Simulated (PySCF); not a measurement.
CH₃IOSn, singlet, geometry from GFN2-xTB (such geometries of metal compounds can be far from the true shape) (all electrons, no relativity); SA2-CASSCF(4,3)/STO-3G in PySCF.

PySCF was given this input:
```python
from pyscf import gto, scf, mcscf
import numpy

mol = gto.M(
    atom='''
Sn    0.73619089   -0.40700804    0.89291858
I    -1.24406350    0.92844883   -0.41820606
O     1.62609354   -1.45713706   -0.55730055
C     1.77534199   -1.87247752   -1.88470083
H     1.03073167   -1.40453899   -2.53278134
H     2.77260948   -1.60343936   -2.24018652
H     1.66167938   -2.95744602   -1.94143025
''',
    basis='sto-3g',
    verbose=4,
)

mf = scf.RHF(mol)
mf.kernel()
mc = mcscf.CASSCF(mf, 3, 4)
mc.fix_spin_(ss=0.0)
mc = mc.state_average_([0.5, 0.5])
mc.kernel()
```

Write the output that PySCF gives for this input, abridged.


```
PySCF version 2.14.0

[INPUT] verbose = 4
[INPUT] num. atoms = 7
[INPUT] num. electrons = 120
[INPUT] charge = 0
[INPUT] spin (= nelec alpha-beta = 2S) = 0
[INPUT] symmetry False subgroup None
[INPUT] Mole.unit = angstrom
[INPUT] Symbol           X                Y                Z      unit          X                Y                Z       unit  Magmom
[...]
nuclear repulsion = 840.193273709815
number of shells = 31
number of NR pGTOs = 201
number of NR cGTOs = 67
basis = sto-3g
ecp = {}

******** <class 'pyscf.scf.hf.RHF'> ********
method = RHF
initial guess = minao
damping factor = 0
level_shift factor = 0
DIIS = <class 'pyscf.scf.diis.CDIIS'>
diis_start_cycle = 1
diis_space = 8
diis_damp = 0
SCF conv_tol = 1e-09
SCF conv_tol_grad = None
SCF max_cycles = 50
direct_scf = True
direct_scf_tol = 1e-13
Set gradient conv threshold to 3.16228e-05
Initial guess from minao.
init E= -12887.8830830815
[...]
cycle= 1 E= -12926.9102255421  delta_E=  -39  |g|= 0.505  |ddm|= 3.28
[...]
cycle= 2 E= -12927.006922029  delta_E= -0.0967  |g|= 0.185  |ddm|= 1.01
[...]
cycle= 3 E= -12927.0214335878  delta_E= -0.0145  |g|= 0.074  |ddm|= 0.408
[...]
cycle= 4 E= -12927.0237677945  delta_E= -0.00233  |g|= 0.0143  |ddm|= 0.133
[...]
cycle= 5 E= -12927.0239705633  delta_E= -0.000203  |g|= 0.00555  |ddm|= 0.0477
[...]
cycle= 6 E= -12927.0240025804  delta_E= -3.2e-05  |g|= 0.00158  |ddm|= 0.0196
[...]
cycle= 7 E= -12927.024006963  delta_E= -4.38e-06  |g|= 0.000431  |ddm|= 0.00854
[...]
cycle= 8 E= -12927.024007308  delta_E= -3.45e-07  |g|= 7.46e-05  |ddm|= 0.00286
[...]
cycle= 9 E= -12927.0240073161  delta_E= -8.13e-09  |g|= 1.55e-05  |ddm|= 0.000416
[...]
cycle= 10 E= -12927.0240073164  delta_E= -3.55e-10  |g|= 2e-06  |ddm|= 8.05e-05
[...]
Extra cycle  E= -12927.0240073164  delta_E= 5.46e-12  |g|= 8.04e-07  |ddm|= 5.88e-06
converged SCF energy = -12927.0240073164

******** <class 'pyscf.mcscf.addons.StateAverageCASSCF'> ********
CAS (2e+2e, 3o), ncore = 58, nvir = 6
max_cycle_macro = 50
max_cycle_micro = 4
conv_tol = 1e-07
conv_tol_grad = None
orbital rotation max_stepsize = 0.02
orbital rotation threshold for CI restart = 0.01
augmented hessian ah_max_cycle = 30
augmented hessian ah_conv_tol = 1e-12
augmented hessian ah_linear dependence = 1e-14
augmented hessian ah_level shift = 1e-08
augmented hessian ah_start_tol = 2.5
augmented hessian ah_start_cycle = 3
augmented hessian ah_grad_trust_region = 3
kf_trust_region = 3
kf_interval = 4
ci_response_space = 4
ci_grad_trust_region = 3
with_dep4 0
natorb = False
canonicalization = True
sorting_mo_energy = False
ao2mo_level = 2
internal_rotation = False
******** <class 'pyscf.mcscf.addons.StateAverageSpinPenaltyFCISolver'> ********
max. cycles = 50
conv_tol = 1e-08
davidson only = True
linear dependence = 1e-12
level shift = 0.001
max iter space = 12
nroots = 2
pspace_size = 400
spin = None
State-average over 2 states with weights [0.5, 0.5]
CASCI E = -12926.9490473579  S^2 = 0.0000000
Set conv_tol_grad to 0.000316228
macro iter   1 ( 21 JK    4 micro), CASSCF E = -12926.9511497833  dE = -2.10242538e-03  S^2 = 0.0000000
               |grad[o]|=0.0376  |ddm|=0.0301  |maxRot[o]|=0.314
macro iter   2 ( 21 JK    4 micro), CASSCF E = -12926.9522076841  dE = -1.05790080e-03  S^2 = 0.0000000
               |grad[o]|=0.0216  |ddm|=0.0595  |maxRot[o]|=0.312
macro iter   3 ( 21 JK    4 micro), CASSCF E = -12926.9525368295  dE = -3.29145450e-04  S^2 = 0.0000000
               |grad[o]|=0.0125  |ddm|=0.00355  |maxRot[o]|=0.115
macro iter   4 ( 21 JK    4 micro), CASSCF E = -12926.9526200433  dE = -8.32137775e-05  S^2 = 0.0000000
               |grad[o]|=0.00521  |ddm|=0.00901  |maxRot[o]|=  0.1
macro iter   5 ( 21 JK    4 micro), CASSCF E = -12926.9526921460  dE = -7.21026772e-05  S^2 = 0.0000000
               |grad[o]|=0.00283  |ddm|=0.00506  |maxRot[o]|=0.112
macro iter   6 ( 21 JK    4 micro), CASSCF E = -12926.9527285703  dE = -3.64243569e-05  S^2 = 0.0000000
[...]
               |grad[o]|=0.00164  |ddm|=0.00101  |maxRot[o]|=0.0144
macro iter  31 (  7 JK    2 micro), CASSCF E = -12926.9548503709  dE = -4.37880881e-05  S^2 = 0.0000000
               |grad[o]|=0.00078  |ddm|=0.00319  |maxRot[o]|=0.0355
macro iter  32 (  6 JK    2 micro), CASSCF E = -12926.9548771234  dE = -2.67525138e-05  S^2 = 0.0000000
               |grad[o]|=0.000503  |ddm|=0.00351  |maxRot[o]|=0.0356
macro iter  33 ( 15 JK    4 micro), CASSCF E = -12926.9547760672  dE =  1.01056161e-04  S^2 = 0.0000000
               |grad[o]|=0.000846  |ddm|=0.00431  |maxRot[o]|=0.0926
macro iter  34 ( 20 JK    4 micro), CASSCF E = -12926.9547964349  dE = -2.03676555e-05  S^2 = 0.0000000
               |grad[o]|=0.0015  |ddm|=0.00178  |maxRot[o]|=0.0176
macro iter  35 (  7 JK    2 micro), CASSCF E = -12926.9548441969  dE = -4.77619869e-05  S^2 = 0.0000000
               |grad[o]|=0.000712  |ddm|=0.00377  |maxRot[o]|=0.0352
macro iter  36 (  6 JK    2 micro), CASSCF E = -12926.9548740368  dE = -2.98399063e-05  S^2 = 0.0000000
               |grad[o]|=0.00055  |ddm|=0.00402  |maxRot[o]|=0.0355
macro iter  37 ( 15 JK    4 micro), CASSCF E = -12926.9547654753  dE =  1.08561520e-04  S^2 = 0.0000000
               |grad[o]|=0.000836  |ddm|=0.00407  |maxRot[o]|=0.0924
macro iter  38 ( 20 JK    4 micro), CASSCF E = -12926.9547866057  dE = -2.11304687e-05  S^2 = 0.0000000
               |grad[o]|=0.00148  |ddm|=0.00192  |maxRot[o]|=0.0168
macro iter  39 (  7 JK    2 micro), CASSCF E = -12926.9548377087  dE = -5.11029448e-05  S^2 = 0.0000000
               |grad[o]|=0.000722  |ddm|=0.00392  |maxRot[o]|=0.0352
macro iter  40 (  7 JK    2 micro), CASSCF E = -12926.9548788203  dE = -4.11115961e-05  S^2 = 0.0000000
               |grad[o]|=0.00056  |ddm|=0.00604  |maxRot[o]|=0.0496
macro iter  41 ( 15 JK    4 micro), CASSCF E = -12926.9547809520  dE =  9.78682947e-05  S^2 = 0.0000000
               |grad[o]|=0.000962  |ddm|=0.00415  |maxRot[o]|=0.0924
macro iter  42 ( 20 JK    4 micro), CASSCF E = -12926.9547953732  dE = -1.44212572e-05  S^2 = 0.0000000
               |grad[o]|=0.00145  |ddm|=0.00172  |maxRot[o]|=0.0137
macro iter  43 (  7 JK    2 micro), CASSCF E = -12926.9548440551  dE = -4.86818972e-05  S^2 = 0.0000000
               |grad[o]|=0.000735  |ddm|=0.0038  |maxRot[o]|=0.0352
macro iter  44 (  6 JK    2 micro), CASSCF E = -12926.9548744812  dE = -3.04260357e-05  S^2 = 0.0000000
               |grad[o]|=0.000501  |ddm|=0.00404  |maxRot[o]|=0.0354
macro iter  45 ( 15 JK    4 micro), CASSCF E = -12926.9547650192  dE =  1.09461929e-04  S^2 = 0.0000000
               |grad[o]|=0.000768  |ddm|=0.00407  |maxRot[o]|=0.0924
macro iter  46 ( 20 JK    4 micro), CASSCF E = -12926.9547834403  dE = -1.84210621e-05  S^2 = 0.0000000
               |grad[o]|=0.00148  |ddm|=0.00176  |maxRot[o]|=0.0148
macro iter  47 (  7 JK    2 micro), CASSCF E = -12926.9548357450  dE = -5.23046965e-05  S^2 = 0.0000000
               |grad[o]|=0.000736  |ddm|=0.00394  |maxRot[o]|=0.0352
macro iter  48 (  7 JK    2 micro), CASSCF E = -12926.9548780725  dE = -4.23274996e-05  S^2 = 0.0000000
               |grad[o]|=0.000553  |ddm|=0.00612  |maxRot[o]|=0.0496
macro iter  49 ( 15 JK    4 micro), CASSCF E = -12926.9547785709  dE =  9.95015798e-05  S^2 = 0.0000000
               |grad[o]|=0.000944  |ddm|=0.00414  |maxRot[o]|=0.0924
macro iter  50 ( 20 JK    4 micro), CASSCF E = -12926.9547931136  dE = -1.45426802e-05  S^2 = 0.0000000
               |grad[o]|=0.00145  |ddm|=0.0017  |maxRot[o]|=0.0137
1-step CASSCF not converged,  50 macro (809 JK 175 micro) steps
CASSCF canonicalization
Density matrix diagonal elements [1.98356646 1.48963042 0.52680312]
CASSCF energy = -12926.9547931136
CASCI E = -12926.9547931136  E(CI) = -2.71916844484622  S^2 = 0.0000000
CASCI state-averaged energy = -12926.9547931136
CASCI energy for each state
  State 0 weight 0.5  E = -12927.0332367416 S^2 = 0.0000000
  State 1 weight 0.5  E = -12926.8763494856 S^2 = 0.0000000
```

Convergence was not reached.
